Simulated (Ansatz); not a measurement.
Geometry optimisation, RKS B3LYP-D4/def2-SVP (Ansatz).

Input file:

```yaml
crystal:
  periodic: [false, false, false]
  atoms:
    - { symbol: Sn, position_ang: [-0.125574, 0.127067, -0.004543] }
    - { symbol: O, position_ang: [-0.0505, 0.046606, 1.972213] }
    - { symbol: H, position_ang: [-0.912455, 0.171619, 2.394589] }
    - { symbol: H, position_ang: [1.505031, 0.309196, -0.48527] }
    - { symbol: H, position_ang: [-1.073287, 1.507493, -0.423376] }
    - { symbol: H, position_ang: [-0.85034, -1.303692, -0.628397] }
    - { symbol: H, position_ang: [1.370193, -2.177497, 1.058952] }
    - { symbol: H, position_ang: [1.103331, -1.808192, 1.614633] }
basis:
  gaussian: { orbitals: def2-SVP }
hamiltonian:
  xc: b3lyp
  dispersion: d4
relax:
  f_tol: 0.03
  max_steps: 50
```

Run as:

```bash
$ ansatz run input.yaml --threads 1 --pin off --max-ram 2048MiB --backend cpu --events-out ev --progress --plain --runs-dir out
```

Q: Where does it end, and by what steps?

A: The run converged. The force dipped under the threshold on the way, but the program's further checks kept it going. After 17 steps the energy has fallen by 0.139 eV; H7 moved furthest, 1.44 Å.

```json
{"step": "0", "energy less start (eV)": "0.0000", "largest force component (eV/Å)": "1.345", "accepted": "yes"}
{"step": "1", "energy less start (eV)": "-0.0845", "largest force component (eV/Å)": "0.123", "accepted": "yes"}
{"step": "2", "energy less start (eV)": "-0.1037", "largest force component (eV/Å)": "0.091", "accepted": "yes"}
{"step": "3", "energy less start (eV)": "-0.0910", "largest force component (eV/Å)": "0.814", "accepted": "no"}
{"step": "4", "energy less start (eV)": "-0.1100", "largest force component (eV/Å)": "0.062", "accepted": "yes"}
{"step": "5", "energy less start (eV)": "-0.1136", "largest force component (eV/Å)": "0.218", "accepted": "yes"}
{"step": "6", "energy less start (eV)": "-0.1171", "largest force component (eV/Å)": "0.278", "accepted": "yes"}
{"step": "7", "energy less start (eV)": "-0.1210", "largest force component (eV/Å)": "0.428", "accepted": "yes"}
{"step": "8", "energy less start (eV)": "-0.1261", "largest force component (eV/Å)": "0.177", "accepted": "yes"}
{"step": "9", "energy less start (eV)": "-0.1287", "largest force component (eV/Å)": "0.096", "accepted": "yes"}
{"step": "10", "energy less start (eV)": "-0.1319", "largest force component (eV/Å)": "0.044", "accepted": "yes"}
{"step": "11", "energy less start (eV)": "-0.1335", "largest force component (eV/Å)": "0.312", "accepted": "yes"}
{"step": "12", "energy less start (eV)": "-0.1351", "largest force component (eV/Å)": "0.158", "accepted": "yes"}
{"step": "13", "energy less start (eV)": "-0.1367", "largest force component (eV/Å)": "0.007", "accepted": "yes"}
{"step": "14", "energy less start (eV)": "-0.1380", "largest force component (eV/Å)": "0.070", "accepted": "yes"}
{"step": "15", "energy less start (eV)": "-0.1385", "largest force component (eV/Å)": "0.059", "accepted": "yes"}
{"step": "16", "energy less start (eV)": "-0.1388", "largest force component (eV/Å)": "0.050", "accepted": "yes"}
{"step": "17", "energy less start (eV)": "-0.1389", "largest force component (eV/Å)": "0.029", "accepted": "yes"}
```

```xyz
8
Properties=species:S:1:pos:R:3
Sn -0.314 0.452 -0.309
O 0.186 -0.145 1.543
H -0.587 -0.351 2.086
H 1.211 0.772 -1.015
H -1.289 1.865 -0.178
H -1.164 -0.817 -1.101
H 1.609 -2.788 2.344
H 1.315 -2.116 2.129
```

Time of the run: 38 s on 1 thread of Arm Neoverse V2, with other jobs on the host, peak memory 0.13 GiB.
